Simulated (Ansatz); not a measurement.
System (SMILES): F[Si]F (closed-shell singlet).
Atoms: Si1, F2, F3. Bonds: Si1-F2, Si1-F3.

Basis-set convergence of the lowest harmonic wavenumber at PBE with Ansatz (a quantum-chemistry and plane-wave program). Each level at its own minimum, finite differences of forces, unscaled; the reference is a large set that could be run, not a limit. Cartesian d functions, on some or all atoms, in 6-31+G*, 6-311G**, 6-311+G**; all else is spherical. The program fits the integrals of some runs and decomposes those of others, by size. No added dispersion term, no relativity. Reference: the value in aug-pcseg-2, 317 cm⁻¹, itself unsure by roughly 2 cm⁻¹ (its mean distance from aug-cc-pV(T+d)Z, def2-TZVPPD). Deviations are taken from unrounded values.

```json
[
 {"basis": "STO-3G", "functions": "19", "lowest harmonic wavenumber (cm⁻¹)": "367", "minus reference (cm⁻¹)": "50"},
 {"basis": "3-21G", "functions": "31", "lowest harmonic wavenumber (cm⁻¹)": "312", "minus reference (cm⁻¹)": "-5"},
 {"basis": "pcseg-0", "functions": "31", "lowest harmonic wavenumber (cm⁻¹)": "287", "minus reference (cm⁻¹)": "-30"},
 {"basis": "pcseg-1", "functions": "46", "lowest harmonic wavenumber (cm⁻¹)": "303", "minus reference (cm⁻¹)": "-14"},
 {"basis": "6-31+G*", "functions": "61", "lowest harmonic wavenumber (cm⁻¹)": "302", "minus reference (cm⁻¹)": "-14"},
 {"basis": "6-311G**", "functions": "63", "lowest harmonic wavenumber (cm⁻¹)": "314", "minus reference (cm⁻¹)": "-3"},
 {"basis": "aug-pcseg-1", "functions": "73", "lowest harmonic wavenumber (cm⁻¹)": "296", "minus reference (cm⁻¹)": "-21"},
 {"basis": "6-311+G**", "functions": "75", "lowest harmonic wavenumber (cm⁻¹)": "307", "minus reference (cm⁻¹)": "-10"},
 {"basis": "6-311++G(2d,2p)", "functions": "89", "lowest harmonic wavenumber (cm⁻¹)": "310", "minus reference (cm⁻¹)": "-7"},
 {"basis": "pcseg-2", "functions": "94", "lowest harmonic wavenumber (cm⁻¹)": "320", "minus reference (cm⁻¹)": "3"},
 {"basis": "cc-pV(T+d)Z", "functions": "99", "lowest harmonic wavenumber (cm⁻¹)": "317", "minus reference (cm⁻¹)": "1"},
 {"basis": "def2-TZVPP", "functions": "104", "lowest harmonic wavenumber (cm⁻¹)": "317", "minus reference (cm⁻¹)": "0"},
 {"basis": "def2-TZVPD", "functions": "123", "lowest harmonic wavenumber (cm⁻¹)": "315", "minus reference (cm⁻¹)": "-1"},
 {"basis": "6-311++G(3df,3pd)", "functions": "125", "lowest harmonic wavenumber (cm⁻¹)": "311", "minus reference (cm⁻¹)": "-6"},
 {"basis": "def2-TZVPPD", "functions": "128", "lowest harmonic wavenumber (cm⁻¹)": "315", "minus reference (cm⁻¹)": "-2"},
 {"basis": "aug-pcseg-2", "functions": "142", "lowest harmonic wavenumber (cm⁻¹)": "317", "minus reference (cm⁻¹)": "0"},
 {"basis": "cc-pCVTZ", "functions": "145", "lowest harmonic wavenumber (cm⁻¹)": "317", "minus reference (cm⁻¹)": "0"},
 {"basis": "aug-cc-pV(T+d)Z", "functions": "147", "lowest harmonic wavenumber (cm⁻¹)": "314", "minus reference (cm⁻¹)": "-3"}
]
```
